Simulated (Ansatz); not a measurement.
CH$_{3}$NOSi at its PBE0-D4/def2-TZVP geometry, where that method's forces vanish. The species carries charge 0 and has multiplicity 1.

```xyz
7

C     0.9171   -0.1803    0.6910
N     0.2459   -1.1862    0.2727
Si   -0.7068    0.0600   -0.5265
O     0.4635    1.0443    0.2621
H     1.7951   -0.1732    1.3386
H    -0.6320    0.1423   -2.0013
H    -2.0827    0.2932   -0.0366
```

Problem. What forces (eV/Å) does PBE-D4/def2-TZVPP give on these atoms in the Gaussian-basis code of Ansatz? (An estimate is asked.)

Solution. The calculation gave: 
```
C1   0.414  0.082  0.299
N2  -0.264 -1.081 -0.112
Si3 -0.373 -0.106 -0.267
O4   0.182  1.042  0.054
H5   0.207  0.017  0.152
H6   0.005  0.014 -0.182
H7  -0.171  0.032  0.056
```
